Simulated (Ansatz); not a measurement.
`C=[C](C)[InH2]` and `BC(=C)C` differ in one element.

Ansatz, PBE0-D4/def2-TZVP geometries, multiplicity 1. 

Elements past krypton have def2 core potentials.

```json
{"property": "HOMO energy (ωB97M-V/def2-TZVPP) / eV", "`C=[C](C)[InH2]`": "-9.49"}
{"property": "LUMO energy (B3LYP/def2-TZVPP) / eV", "`C=[C](C)[InH2]`": "-1.98"}
{"property": "LUMO energy (ωB97M-V/def2-TZVPP) / eV", "`C=[C](C)[InH2]`": "-0.21"}
{"property": "HOMO–LUMO gap (B3LYP/def2-TZVPP) / eV", "`C=[C](C)[InH2]`": "5.18"}
{"property": "LUMO energy (PBE0/def2-TZVPP) / eV", "`C=[C](C)[InH2]`": "-1.71"}
{"property": "size of the dipole moment (B3LYP/def2-TZVPP) / D", "`C=[C](C)[InH2]`": "0.75"}
```

(1) Give the same properties after the change, and the shifts. (Best estimate.)

Answers

(1) The calculation gave: 
```
                                        property  `BC(=C)C`  shift
           HOMO energy (ωB97M-V/def2-TZVPP) / eV     -10.12  -0.63
             LUMO energy (B3LYP/def2-TZVPP) / eV      -2.15  -0.17
           LUMO energy (ωB97M-V/def2-TZVPP) / eV       0.06   0.27
           HOMO–LUMO gap (B3LYP/def2-TZVPP) / eV       5.56   0.38
              LUMO energy (PBE0/def2-TZVPP) / eV      -1.94  -0.23
size of the dipole moment (B3LYP/def2-TZVPP) / D       1.16   0.41
```

With PBE0 the HOMO falls by 0.59 eV and the LUMO falls by 0.23 eV, so the gap widens by about 0.36 eV. PBE moves the HOMO by -0.72 eV and ωB97M-V by -0.63 eV. Dipoles are sizes alone; their direction can turn.

Positive LUMOs are unbound, so they and the gaps depend on the basis.

B3LYP here is the variant with VWN-RPA as its local correlation; programs differ in this.
